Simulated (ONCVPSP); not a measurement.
Tl: one change to an ONCV potential, before and after

```json
{"Element": "Tl", "Generator": "ONCVPSP 4.0.1", "Type": "optimised norm-conserving Vanderbilt (ONCV)", "Functional": "LDA (Perdew-Wang 92)", "Relativity": "scalar-relativistic", "Frozen core": "[Kr] 4d10 4f14", "Valence charge": "21", "Reference configuration": "5s2 5p6 5d10 6s2 6p1", "Partial waves": "5s+6s: rc 1.25 bohr, ncon 4, nbas 8, qcut 8.3 1/bohr, 2 projectors; 5p+6p: rc 1.95 bohr, ncon 4, nbas 7, qcut 6.9 1/bohr, 2 projectors; 5d: rc 1.20 bohr, ncon 4, nbas 9, qcut 6.8 1/bohr, 2 projectors, debl 2.6 Ha", "Local potential": "polynomial inside 0.80 bohr (lpopt 3, dvloc0 3 Ha)", "Core correction": "polynomial model core, fcfact 0.25"}
```

All-electron outer shells of the reference configuration (LDA (PZ), scalar-relativistic, ld1.x):

| shell | level (eV) | outermost node (bohr) | outermost maximum (bohr) |
| --- | --- | --- | --- |
| 4d | -374.90 | 0.19 | 0.39 |
| 5s | -131.30 | 0.46 | 0.80 |
| 4f | -114.41 | – | 0.36 |
| 5p | -76.26 | 0.50 | 0.90 |
| 5d | -15.62 | 0.53 | 1.11 |
| 6s | -9.83 | 1.04 | 2.08 |
| 6p | -2.58 | 1.23 | 2.91 |

Change: all radii but the core radius scaled by about 1.12 (s 1.40, p 2.18, d 1.34 bohr); local potential polynomial inside 0.90 bohr (lpopt 3, dvloc0 3 Ha).

Cutoffs: the cutoffs (Ha) at which the residual kinetic energy of the hardest occupied pseudo-wave falls to 1 and 0.1 mHa per electron; they do not see the model core or the augmentation charge, which bear on the density cutoff. Errors are all-electron minus pseudo energies relative to the spin-unpolarised reference configuration.

Task: Predict the effect on cutoff, ghosts and configuration errors.

Result: The potential gets softer (31 Ha and 73 Ha → 28 Ha and 38 Ha); the errors of the 3 common tests hardly move; neither file shows a bound ghost. A larger radius leaves more room for a smooth pseudo-wave, so fewer plane waves are needed.

| quantity | base | changed |
| --- | --- | --- |
| cutoff, loose | 31 Ha | 28 Ha |
| cutoff, tight | 73 Ha | 38 Ha |
| loose cutoff by channel | s 31 Ha, p 17 Ha, d 23 Ha | s 28 Ha, p 16 Ha, d 23 Ha |
| bound ghosts | none | none |
| GHOST(+) flags under 300 eV | s at 90.4 eV | s at 194.9 eV |
| tests with a reliable result | 3 of 4 | 3 of 4 |
| error for 5s2 5p6 5d10 6s2 6p0, meV [ΔE 5.40 eV] | -2.6 | -2.6 |
| error for 5s2 5p6 5d10 6s1 6p0, meV [ΔE 26.60 eV] | -11 | -12 |
| error for 5s2 5p6 5d9 6s2 6p1, meV [ΔE 21.40 eV] | -5.8 | -6.1 |
| rms error of d²Exc/dni dnj with the model core, mHa | 0.28 | 0.38 |
